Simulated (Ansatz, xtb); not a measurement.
System: sum formula SiBrF$_{2}$, net charge 1, singlet state. SMILES of the parent species: F[Si](F)Br
Coordinates optimised at B3LYP-D3(BJ)/def2-TZVP (Ansatz, a first-principles code):
```xyz
4

Si    -0.5364     0.6754     0.0925
Br     0.7536    -0.9489    -0.1300
F     -0.0365     2.1264     0.1569
F     -2.0597     0.5132     0.2047
```
Charge +1, spin multiplicity 1.

Harmonic wavenumbers from GFN2-xTB (xtb, at its own minimum), cm⁻¹: 131, 202, 256, 522, 1041, 1087.

Task: Give the harmonic wavenumbers at B3LYP-D3(BJ)/def2-TZVP (Ansatz, finite differences of forces, unscaled).

Result: 200, 272, 287, 493, 997, 1123 cm⁻¹. Zero-point energy 4.8 kcal/mol.

Task: From these and the geometry, give the ideal-gas thermochemistry at 298.15 K and 1 atm (rigid rotor, harmonic oscillator).

Result: Point group C2v, rotational symmetry number 2. Rotational constants 7.943, 2.034, 1.619 GHz. S(trans) 40.85, S(rot) 25.53, S(vib) 6.03, S(elec, spin only) 0.00, S 72.4 cal/(mol K). H(298) - H(0) 3.46 kcal/mol; G - E(el) -13.3 kcal/mol.
